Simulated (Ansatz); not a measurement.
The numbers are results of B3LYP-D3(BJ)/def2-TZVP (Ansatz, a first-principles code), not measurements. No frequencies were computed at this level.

Ansatz 0.2 input:
```yaml
crystal:
  periodic: [false, false, false]
  atoms:
    - { symbol: N, position_ang: [-0.705376, -1.613636, -0.263431] }
    - { symbol: Al, position_ang: [0.000276, -0.000629, 0.000405] }
    - { symbol: N, position_ang: [-1.059278, 1.4237, 0.132118] }
    - { symbol: N, position_ang: [1.765182, 0.188753, 0.133542] }
    - { symbol: H, position_ang: [-0.184409, -2.473045, -0.363977] }
    - { symbol: H, position_ang: [-1.692171, -1.816176, -0.33669] }
    - { symbol: H, position_ang: [-2.066324, 1.412949, 0.06176] }
    - { symbol: H, position_ang: [-0.749997, 2.373096, 0.285179] }
    - { symbol: H, position_ang: [2.441721, -0.558882, 0.079058] }
    - { symbol: H, position_ang: [2.250375, 1.06387, 0.272037] }
basis:
  gaussian: { orbitals: def2-tzvp }
hamiltonian:
  xc: b3lyp
  dispersion: d3bj
relax:
  max_steps: 150
```

Output:

```
[...]
these checks for a lower state are left out or cut short: starts, cluster_reference, orbital_swaps, neighbouring_geometries, increment
988 factors; their error is unknown
mean field evaluation 32: about -11170.9417 eV, gradient 1.5e0 eV
mean field -11170.96012523 eV, -410.5252126535 hartree, gradient 1.2e-5 eV, S^2 0.000000; 0 other end points of the search recorded, 0 dependent functions left out
reference -11170.96037949 eV, -410.5252219972 hartree; 20, 20 occupied and 146, 146 virtual orbitals, 988 factors
relax step   4: F+E_penalty+E_count = -11171.24234095 eV  Δ(F+E_penalty+E_count) = -1.553e-4 eV  max|allowed force component| = 5.270e-3 eV/Å  Δτ_max = 0.0185 Å  (28 SCF iters, accepted)
these checks for a lower state are left out or cut short: starts, cluster_reference, orbital_swaps, neighbouring_geometries, increment
988 factors; their error is unknown
mean field -11170.96014763 eV, -410.5252134765 hartree, gradient 1.2e-5 eV, S^2 0.000000; 0 other end points of the search recorded, 0 dependent functions left out
reference -11170.96040191 eV, -410.5252228214 hartree; 20, 20 occupied and 146, 146 virtual orbitals, 988 factors
relax step   5: F+E_penalty+E_count = -11171.24237376 eV  Δ(F+E_penalty+E_count) = -3.281e-5 eV  max|allowed force component| = 1.982e-3 eV/Å  Δτ_max = 0.0030 Å  (30 SCF iters, accepted)
these checks for a lower state are left out or cut short: starts, cluster_reference, orbital_swaps, neighbouring_geometries, increment
988 factors; their error is unknown
mean field -11170.96018775 eV, -410.5252149510 hartree, gradient 1.2e-5 eV, S^2 0.000000; 0 other end points of the search recorded, 0 dependent functions left out
reference -11170.96044208 eV, -410.5252242974 hartree; 20, 20 occupied and 146, 146 virtual orbitals, 988 factors
relax step   6: F+E_penalty+E_count = -11171.24241190 eV  Δ(F+E_penalty+E_count) = -3.815e-5 eV  max|allowed force component| = 2.164e-3 eV/Å  Δτ_max = 0.0032 Å  (30 SCF iters, accepted)
these checks for a lower state are left out or cut short: starts, cluster_reference, orbital_swaps, neighbouring_geometries, increment
988 factors; their error is unknown
mean field -11170.96023379 eV, -410.5252166430 hartree, gradient 1.2e-5 eV, S^2 0.000000; 0 other end points of the search recorded, 0 dependent functions left out
reference -11170.96048817 eV, -410.5252259912 hartree; 20, 20 occupied and 146, 146 virtual orbitals, 988 factors
relax step   7: F+E_penalty+E_count = -11171.24245692 eV  Δ(F+E_penalty+E_count) = -4.501e-5 eV  max|allowed force component| = 2.380e-3 eV/Å  Δτ_max = 0.0035 Å  (30 SCF iters, accepted)
these checks for a lower state are left out or cut short: starts, cluster_reference, orbital_swaps, neighbouring_geometries, increment
988 factors; their error is unknown
mean field evaluation 64: about -11170.9603 eV, gradient 3.9e-3 eV
mean field -11170.96028960 eV, -410.5252186940 hartree, gradient 1.2e-5 eV, S^2 0.000000; 0 other end points of the search recorded, 0 dependent functions left out
reference -11170.96054404 eV, -410.5252280444 hartree; 20, 20 occupied and 146, 146 virtual orbitals, 988 factors
relax step   8: F+E_penalty+E_count = -11171.24250988 eV  Δ(F+E_penalty+E_count) = -5.296e-5 eV  max|allowed force component| = 2.572e-3 eV/Å  Δτ_max = 0.0038 Å  (30 SCF iters, accepted)
these checks for a lower state are left out or cut short: starts, cluster_reference, orbital_swaps, neighbouring_geometries, increment
988 factors; their error is unknown
mean field -11170.96035341 eV, -410.5252210389 hartree, gradient 1.2e-5 eV, S^2 0.000000; 0 other end points of the search recorded, 0 dependent functions left out
reference -11170.96060792 eV, -410.5252303919 hartree; 20, 20 occupied and 146, 146 virtual orbitals, 988 factors
relax step   9: F+E_penalty+E_count = -11171.24257187 eV  Δ(F+E_penalty+E_count) = -6.199e-5 eV  max|allowed force component| = 2.818e-3 eV/Å  Δτ_max = 0.0042 Å  (30 SCF iters, accepted)
these checks for a lower state are left out or cut short: starts, cluster_reference, orbital_swaps, neighbouring_geometries, increment
988 factors; their error is unknown
mean field -11170.96043000 eV, -410.5252238537 hartree, gradient 1.2e-5 eV, S^2 0.000000; 0 other end points of the search recorded, 0 dependent functions left out
reference -11170.96068459 eV, -410.5252332097 hartree; 20, 20 occupied and 146, 146 virtual orbitals, 988 factors
relax step  10: F+E_penalty+E_count = -11171.24264394 eV  Δ(F+E_penalty+E_count) = -7.208e-5 eV  max|allowed force component| = 3.051e-3 eV/Å  Δτ_max = 0.0046 Å  (30 SCF iters, accepted)
these checks for a lower state are left out or cut short: starts, cluster_reference, orbital_swaps, neighbouring_geometries, increment
988 factors; their error is unknown
mean field -11170.96051533 eV, -410.5252269895 hartree, gradient 1.2e-5 eV, S^2 0.000000; 0 other end points of the search recorded, 0 dependent functions left out
reference -11170.96077001 eV, -410.5252363489 hartree; 20, 20 occupied and 146, 146 virtual orbitals, 988 factors
relax step  11: F+E_penalty+E_count = -11171.24272708 eV  Δ(F+E_penalty+E_count) = -8.313e-5 eV  max|allowed force component| = 3.466e-3 eV/Å  Δτ_max = 0.0050 Å  (29 SCF iters, accepted)
these checks for a lower state are left out or cut short: starts, cluster_reference, orbital_swaps, neighbouring_geometries, increment
988 factors; their error is unknown
mean field -11170.90911603 eV, -410.5233380999 hartree, gradient 1.2e-5 eV, S^2 0.000000; 0 other end points of the search recorded, 0 dependent functions left out
reference -11170.90937572 eV, -410.5233476435 hartree; 20, 20 occupied and 146, 146 virtual orbitals, 988 factors
relax step  12: F+E_penalty+E_count = -11171.19076854 eV  Δ(F+E_penalty+E_count) = +5.196e-2 eV  max|allowed force component| = 8.964e-1 eV/Å  Δτ_max = 0.1983 Å  (32 SCF iters, rejected (line search))
these checks for a lower state are left out or cut short: starts, cluster_reference, orbital_swaps, neighbouring_geometries, increment
988 factors; their error is unknown
mean field evaluation 96: about -11170.9446 eV, gradient 1.3e0 eV
mean field -11170.96080537 eV, -410.5252376480 hartree, gradient 1.2e-5 eV, S^2 0.000000; 0 other end points of the search recorded, 0 dependent functions left out
reference -11170.96106039 eV, -410.5252470201 hartree; 20, 20 occupied and 146, 146 virtual orbitals, 988 factors
relax step  13: F+E_penalty+E_count = -11171.24301619 eV  Δ(F+E_penalty+E_count) = -2.891e-4 eV  max|allowed force component| = 1.093e-2 eV/Å  Δτ_max = 0.0161 Å  (28 SCF iters, accepted)
these checks for a lower state are left out or cut short: starts, cluster_reference, orbital_swaps, neighbouring_geometries, increment
988 factors; their error is unknown
mean field -11170.95930245 eV, -410.5251824167 hartree, gradient 2.4e-5 eV, S^2 0.000000; 0 other end points of the search recorded, 0 dependent functions left out
reference -11170.95956027 eV, -410.5251918918 hartree; 20, 20 occupied and 146, 146 virtual orbitals, 988 factors
relax step  14: F+E_penalty+E_count = -11171.24130196 eV  Δ(F+E_penalty+E_count) = +1.714e-3 eV  max|allowed force component| = 2.453e-1 eV/Å  Δτ_max = 0.0979 Å  (27 SCF iters, rejected (line search))
these checks for a lower state are left out or cut short: starts, cluster_reference, orbital_swaps, neighbouring_geometries, increment
988 factors; their error is unknown
mean field -11170.96180657 eV, -410.5252744416 hartree, gradient 1.3e-5 eV, S^2 0.000000; 0 other end points of the search recorded, 0 dependent functions left out
reference -11170.96206294 eV, -410.5252838630 hartree; 20, 20 occupied and 146, 146 virtual orbitals, 988 factors
relax step  15: F+E_penalty+E_count = -11171.24398410 eV  Δ(F+E_penalty+E_count) = -9.679e-4 eV  max|allowed force component| = 4.985e-2 eV/Å  Δτ_max = 0.0472 Å  (27 SCF iters, accepted)
these checks for a lower state are left out or cut short: starts, cluster_reference, orbital_swaps, neighbouring_geometries, increment
988 factors; their error is unknown
mean field -11170.96176382 eV, -410.5252728705 hartree, gradient 1.2e-5 eV, S^2 0.000000; 0 other end points of the search recorded, 0 dependent functions left out
reference -11170.96202167 eV, -410.5252823464 hartree; 20, 20 occupied and 146, 146 virtual orbitals, 988 factors
relax step  16: F+E_penalty+E_count = -11171.24385307 eV  Δ(F+E_penalty+E_count) = +1.310e-4 eV  max|allowed force component| = 1.263e-1 eV/Å  Δτ_max = 0.0461 Å  (29 SCF iters, rejected (line search))
these checks for a lower state are left out or cut short: starts, cluster_reference, orbital_swaps, neighbouring_geometries, increment
988 factors; their error is unknown
mean field evaluation 128: about -11170.9626 eV, gradient 3.9e-3 eV
mean field -11170.96256323 eV, -410.5253022483 hartree, gradient 1.2e-5 eV, S^2 0.000000; 0 other end points of the search recorded, 0 dependent functions left out
reference -11170.96282044 eV, -410.5253117006 hartree; 20, 20 occupied and 146, 146 virtual orbitals, 988 factors
relax step  17: F+E_penalty+E_count = -11171.24467199 eV  Δ(F+E_penalty+E_count) = -6.879e-4 eV  max|allowed force component| = 2.907e-2 eV/Å  Δτ_max = 0.0230 Å  (29 SCF iters, accepted)
these checks for a lower state are left out or cut short: starts, cluster_reference, orbital_swaps, neighbouring_geometries, increment
988 factors; their error is unknown
mean field -11170.96307741 eV, -410.5253211442 hartree, gradient 1.2e-5 eV, S^2 0.000000; 0 other end points of the search recorded, 0 dependent functions left out
reference -11170.96333545 eV, -410.5253306267 hartree; 20, 20 occupied and 146, 146 virtual orbitals, 988 factors
relax step  18: F+E_penalty+E_count = -11171.24510800 eV  Δ(F+E_penalty+E_count) = -4.360e-4 eV  max|allowed force component| = 1.596e-2 eV/Å  Δτ_max = 0.0239 Å  (29 SCF iters, accepted)
these checks for a lower state are left out or cut short: starts, cluster_reference, orbital_swaps, neighbouring_geometries, increment
988 factors; their error is unknown
mean field -11170.96200274 eV, -410.5252816507 hartree, gradient 1.3e-5 eV, S^2 0.000000; 0 other end points of the search recorded, 0 dependent functions left out
reference -11170.96226180 eV, -410.5252911710 hartree; 20, 20 occupied and 146, 146 virtual orbitals, 988 factors
relax step  19: F+E_penalty+E_count = -11171.24391621 eV  Δ(F+E_penalty+E_count) = +1.192e-3 eV  max|allowed force component| = 1.085e-1 eV/Å  Δτ_max = 0.0368 Å  (28 SCF iters, rejected (line search))
these checks for a lower state are left out or cut short: starts, cluster_reference, orbital_swaps, neighbouring_geometries, increment
988 factors; their error is unknown
mean field -11170.96324302 eV, -410.5253272301 hartree, gradient 1.2e-5 eV, S^2 0.000000; 0 other end points of the search recorded, 0 dependent functions left out
reference -11170.96350164 eV, -410.5253367343 hartree; 20, 20 occupied and 146, 146 virtual orbitals, 988 factors
relax step  20: F+E_penalty+E_count = -11171.24528584 eV  Δ(F+E_penalty+E_count) = -1.778e-4 eV  max|allowed force component| = 3.398e-2 eV/Å  Δτ_max = 0.0184 Å  (29 SCF iters, accepted)
these checks for a lower state are left out or cut short: starts, cluster_reference, orbital_swaps, neighbouring_geometries, increment
988 factors; their error is unknown
mean field -11170.96331275 eV, -410.5253297926 hartree, gradient 1.2e-5 eV, S^2 0.000000; 0 other end points of the search recorded, 0 dependent functions left out
reference -11170.96357159 eV, -410.5253393047 hartree; 20, 20 occupied and 146, 146 virtual orbitals, 988 factors
relax step  21: F+E_penalty+E_count = -11171.24532021 eV  Δ(F+E_penalty+E_count) = -3.437e-5 eV  max|allowed force component| = 1.026e-2 eV/Å  Δτ_max = 0.0049 Å  (30 SCF iters, accepted)
these checks for a lower state are left out or cut short: starts, cluster_reference, orbital_swaps, neighbouring_geometries, increment
988 factors; their error is unknown
mean field evaluation 160: about -11170.9633 eV, gradient 5.0e-2 eV
mean field -11170.96334089 eV, -410.5253308268 hartree, gradient 1.0e-5 eV, S^2 0.000000; 0 other end points of the search recorded, 0 dependent functions left out
reference -11170.96359974 eV, -410.5253403393 hartree; 20, 20 occupied and 146, 146 virtual orbitals, 988 factors
relax step  22: F+E_penalty+E_count = -11171.24532623 eV  Δ(F+E_penalty+E_count) = -6.014e-6 eV  max|allowed force component| = 2.061e-3 eV/Å  Δτ_max = 0.0006 Å  (21 SCF iters, accepted)
988 factors; their error is unknown
mean field -11170.96334089 eV, -410.5253308268 hartree, gradient 1.0e-5 eV, S^2 0.000000; 1 other end points of the search recorded, 0 dependent functions left out
reference -11170.96359974 eV, -410.5253403393 hartree; 20, 20 occupied and 146, 146 virtual orbitals, 988 factors
Total energy: -11171.24558508 eV, -410.5357031093 hartree
Atom 0 at    -0.702843    -1.607836    -0.262183 Å, force    -0.000003    -0.002061    -0.000515 eV/Å
Atom 1 at    -0.000000     0.000009     0.000003 Å, force    -0.000068     0.000048     0.000070 eV/Å
Atom 2 at    -1.056467     1.419375     0.131076 Å, force    -0.001751     0.000998    -0.000167 eV/Å
Atom 3 at     1.759312     0.188466     0.131118 Å, force     0.001980     0.001021     0.000093 eV/Å
Atom 4 at    -0.184114    -2.427656    -0.531935 Å, force    -0.000107     0.000585     0.000140 eV/Å
Atom 5 at    -1.678933    -1.834445    -0.163175 Å, force    -0.000396     0.000219     0.000148 eV/Å
Atom 6 at    -2.033135     1.436636    -0.113409 Å, force     0.000573    -0.000203     0.000044 eV/Å
Atom 7 at    -0.767437     2.325810     0.460838 Å, force     0.000367     0.000209     0.000191 eV/Å
Atom 8 at     2.413260    -0.567077     0.255289 Å, force    -0.000088    -0.000432     0.000041 eV/Å
Atom 9 at     2.250356     1.066718     0.092379 Å, force    -0.000507    -0.000383    -0.000046 eV/Å
Dipole moment:    -0.000005     0.000003    -0.000004 e Å
```

Cost: roughly 110 core-seconds.
